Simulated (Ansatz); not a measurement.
One change: `C=NB[SiH3]` becomes `C=NBC[SiH3]`.

Ansatz, PBE0-D4/def2-TZVP geometries, multiplicity 1. Each molecule was computed in one conformer, which needn't be the lowest.

```csv
property,`C=NB[SiH3]`
LUMO energy (PBE0/def2-TZVPP) / eV,-1.06
size of the dipole moment (PBE/def2-TZVPP) / D,2.30
size of the dipole moment (B3LYP/def2-TZVPP) / D,2.39
HOMO–LUMO gap (ωB97M-V/def2-TZVPP) / eV,10.81
HOMO energy (B3LYP/def2-TZVPP) / eV,-7.52
HOMO energy (PBE0/def2-TZVPP) / eV,-7.70
```

(1) Give the same properties after the change, and the shifts. (Estimate.)

Answers

(1) The calculation gave: 
```csv
property,`C=NBC[SiH3]`,shift
LUMO energy (PBE0/def2-TZVPP) / eV,-0.89,0.17
size of the dipole moment (PBE/def2-TZVPP) / D,2.02,-0.28
size of the dipole moment (B3LYP/def2-TZVPP) / D,2.06,-0.33
HOMO–LUMO gap (ωB97M-V/def2-TZVPP) / eV,11.06,0.25
HOMO energy (B3LYP/def2-TZVPP) / eV,-7.32,0.20
HOMO energy (PBE0/def2-TZVPP) / eV,-7.53,0.17
```

The zero-point energy changes by 72.9 kJ/mol with +9 modes. Dipoles are sizes alone; their direction can turn.

B3LYP here is the variant with VWN-RPA as its local correlation; programs differ in this.
